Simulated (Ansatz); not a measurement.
F2H4OSi2 (`O[Si](F)(F)[SiH3]`), relaxed with RKS PBE-D4/def2-SVP in Ansatz 0.2.0 from a rough embedded geometry. The force threshold is 0.03 eV/Å; the program also tests the step.

Charge 0, multiplicity 1.

Start:

```xyz
9

O     0.464    0.855   -1.707
Si   -0.526    0.291   -0.570
F    -1.430    1.530   -0.122
F    -1.515   -0.761   -1.354
Si    0.545   -0.628    1.266
H     0.086    1.285   -2.493
H    -0.442   -1.155    2.245
H     1.387    0.382    1.925
H     1.431   -1.799    0.810
```

Problem. By how much does the energy fall, and how many steps does the optimiser take? (Estimate.)

Solution. Ansatz gave: 3.57 kcal/mol, in 4 steps.

Problem. Which bonds change most? (An estimate is asked.)

Solution. Ansatz gave: O1–Si2 from 1.610 to 1.655 Å; Si2–F3 from 1.598 to 1.634 Å; Si5–H9 from 1.538 to 1.502 Å; Si5–H8 from 1.470 to 1.503 Å.

Problem. Give the relaxed structure. (Estimate.)

Solution. Computed: 
```xyz
9

O     0.539    0.852   -1.674
Si   -0.569    0.300   -0.575
F    -1.549    1.518   -0.099
F    -1.570   -0.785   -1.274
Si    0.560   -0.639    1.236
H     0.206    1.272   -2.487
H    -0.450   -1.149    2.226
H     1.418    0.408    1.888
H     1.415   -1.777    0.759
```
